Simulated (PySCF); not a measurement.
C$_{4}$H$_{10}$AlO$_{2}$, charge +1, singlet, at a GFN2-xTB geometry (such geometries of metal compounds can be far from the true shape). Base run: PBE/STO-3G (PySCF).

The PySCF input:
```python
from pyscf import gto, scf, dft

mol = gto.Mole()
mol.atom = '''
    Al   -0.008227    0.037945   -0.002878
    O    -1.597700   -0.278513   -0.178990
    C    -2.649041   -0.643596    0.723623
    C    -2.257553   -0.300571    2.144203
    H    -3.526044   -0.073646    0.404071
    H    -2.839678   -1.713377    0.606447
    H    -2.173903    0.781028    2.264096
    H    -2.971635   -0.685787    2.869284
    H    -1.274881   -0.760964    2.346006
    O     1.564136    0.433311    0.167248
    C     2.700165    0.407809   -0.705737
    C     2.246734    0.350470   -2.147989
    H     3.254087    1.327923   -0.499216
    H     3.310769   -0.459322   -0.441633
    H     1.728778    1.271911   -2.419825
    H     3.078371    0.193517   -2.831942
    H     1.547773   -0.497626   -2.250533
'''
mol.basis = 'sto-3g'
mol.charge = 1
mol.spin = 0
mol.verbose = 4
mol.build()

mf = dft.RKS(mol)
mf.xc = 'pbe'
mf.kernel()
mf.analyze()
```

Each row names what was changed in the base input (with any setting that the change needs).

```
change                                    E (Eh)  HOMO (eV)  HOMO-LUMO gap (eV)  core-seconds (rough)                outcome
------------------------------------  ----------  ---------  ------------------  --------------------  ---------------------
base                                  -543.77496      -8.50                3.69                    10              converged
functional = mn12l                    -542.84118      -8.94                5.25                    20              converged
functional = blyp; dispersion = d3bj  -544.13448      -8.41                3.69                    10              converged
functional = blyp                     -544.10742      -8.41                3.69                    10              converged
functional = hf                       -542.06904     -14.38               15.21                     1              converged
functional = r2scan                   -544.13828      -8.83                4.29                    20              converged
functional = bp86                     -544.29756      -8.62                3.70                    10              converged
functional = pw91,pw91                -544.12877      -8.59                3.70                    10              converged
functional = pbe; dispersion = d4     -543.78673      -8.50                3.69                    10              converged
functional = b3lyp                    -544.30018      -9.88                5.86                    10              converged
functional = m062x                    -544.29956     -11.80                9.21                    10              converged
functional = wb97x_v                           -          -                   -                     -  cut at the time limit
functional = b3lyp5                   -544.06911      -9.78                5.86                     8              converged
```

Total energies compare only within one method and basis.
